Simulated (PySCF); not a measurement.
A PySCF script (with the pyscf-properties extension) for the NMR shieldings of SMILES C#C[C@@H](SC=C)B(Cl)Cl, C5H5BCl2S, on a GFN2-xTB geometry:

```python
import basis_set_exchange as bse
import numpy as np
from pyscf import gto, dft
from pyscf.prop import nmr

atoms = """
C    -1.618132    0.028111   -1.836861
C    -1.187485   -0.037842   -0.721520
C    -0.646253   -0.059491    0.614819
S     0.731005    1.205432    0.741959
C     2.038363    0.451566   -0.148348
C     2.027828   -0.664437   -0.856011
B    -1.698351    0.287453    1.770832
Cl   -1.371627   -0.198460    3.382524
Cl   -3.131417    1.153456    1.422046
H    -2.003540    0.060900   -2.811653
H    -0.141687   -1.011646    0.806559
H     2.925465    1.058736   -0.046565
H     1.151442   -1.272838   -0.992324
H     2.923712   -1.001414   -1.347625
"""
names = dict.fromkeys(["C", "S", "B", "Cl", "H"], "pcSseg-1")
basis = {el: gto.basis.parse(bse.get_basis(n, elements=[el], fmt="nwchem")) for el, n in names.items()}
mol = gto.M(atom=atoms, basis=basis, charge=0, verbose=0)
mf = dft.RKS(mol, xc="PBE0")
mf.grids.level = 2
mf.grids.alignment = dft.numint.BLKSIZE   # the property module wants whole blocks of grid points
mf.conv_tol = 1e-9
mf.kernel()

calc = nmr.RKS(mf)   # GIAO
C = mf.mo_coeff
Co = C[:, mf.mo_occ > 0]
resp = mf.gen_response(singlet=True, hermi=2)
def vind(x):   # induced exchange potential for any number of trial vectors
    d = np.einsum("pi,xij,qj->xpq", C, 2 * x.reshape(-1, C.shape[1], Co.shape[1]), Co, optimize=True)
    return np.einsum("xpq,pi,qj->xij", resp(d - d.transpose(0, 2, 1)), C, Co, optimize=True).ravel()
mo1, _ = nmr.rhf.solve_mo1(calc, with_cphf=vind)
sigma = calc.kernel(mo1)
for i, s in enumerate(sigma):   # ppm
    w = np.linalg.eigvalsh((s + s.T) / 2)
    print("%2d %-2s iso %8.1f  s11 %8.1f  s22 %8.1f  s33 %8.1f" % (i, mol.atom_pure_symbol(i), w.mean(), *w))
```

Problem. Give the expected output.

Solution. 
```
 0 C  iso    103.8  s11     34.3  s22     43.1  s33    234.1
 1 C  iso    102.9  s11      1.6  s22      9.4  s33    297.6
 2 C  iso    150.6  s11    138.7  s22    150.7  s33    162.5
 3 S  iso    341.1  s11    147.6  s22    363.4  s33    512.4
 4 C  iso     47.0  s11    -63.1  s22     58.1  s33    146.1
 5 C  iso     74.2  s11    -32.5  s22     78.9  s33    176.3
 6 B  iso     41.4  s11     11.8  s22     25.7  s33     86.8
 7 Cl iso    665.2  s11    379.1  s22    716.0  s33    900.4
 8 Cl iso    643.9  s11    338.8  s22    667.2  s33    925.7
 9 H  iso     29.7  s11     24.2  s22     25.1  s33     39.6
10 H  iso     28.1  s11     24.9  s22     27.6  s33     31.6
11 H  iso     25.2  s11     22.1  s22     25.1  s33     28.4
12 H  iso     26.3  s11     22.9  s22     24.9  s33     30.9
13 H  iso     26.1  s11     23.5  s22     24.8  s33     30.0
```

These numbers come from an equivalent density-fitted implementation of the same equations, which agrees with the script to about 0.01 ppm for H and up to a few tenths of a ppm for heavy atoms, so last digits may differ.

Size and cost of the density-fitted run: 199 basis functions, 44 s wall time on 1 thread of an Arm Neoverse V1, shared host; peak memory 0.89 GiB.
